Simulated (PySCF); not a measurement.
r2SCAN on Zn(2+) (zinc, charge +2)

Configuration: [Ar] 3d9 4p1, one real determinant (an excited configuration). Computed with PySCF 2.14 in def2-QZVPPD, with the non-relativistic Hamiltonian (point nucleus).

| Property | Result |
| --- | --- |
| Total energy | -1777.788 hartree |
| One-electron energy | -2450.221 hartree |
| Hartree (Coulomb) energy | 742.719 hartree |
| Exchange-correlation energy | -70.285 hartree |
| Kinetic energy | 1775.18011 hartree |
| ⟨S²⟩ | 2.0006 |
| ⟨L²⟩ | 8.014 |
| Sum of ⟨r⟩ | 17.32 bohr |
| Sum of ⟨r²⟩ | 20.12 bohr² |
| Traceless quadrupole moment −½Σ⟨3z² − r²⟩ along its main axis | -2.79 e·bohr² |
| Density at the nucleus (Gaussians lack the cusp) | 18300 bohr⁻³ |
| Spin density at the nucleus | -0.132 bohr⁻³ |
| Langevin diamagnetic susceptibility | -15.9 ×10⁻⁶ cm³/mol |
| Time after the integrals | roughly 6 core-seconds |

```csv
shell,electrons,mean orbital energy (eV),spread (eV),"rms radius, mean of both spins (bohr)"
1s α,1,-9465.3,0,0.0592
1s β,1,-9465.2,0,0.0592
2s α,1,-1175.1,0,0.249
2s β,1,-1174.1,0,0.249
2p α,3,-1037.6,1.288,0.221
2p β,3,-1036.8,0.402,0.221
3s α,1,-160.43,0,0.738
3s β,1,-158.40,0,0.738
3p α,3,-115.98,2.158,0.771
3p β,3,-114.02,0.472,0.771
3d α,5,-40.891,2.653,0.929
3d β,4,-39.568,1.290,0.929
4p α,1,-19.353,0,2.70
```

⟨L²⟩ = 8.01 against 12 for a pure F term, so this real determinant mixes terms.
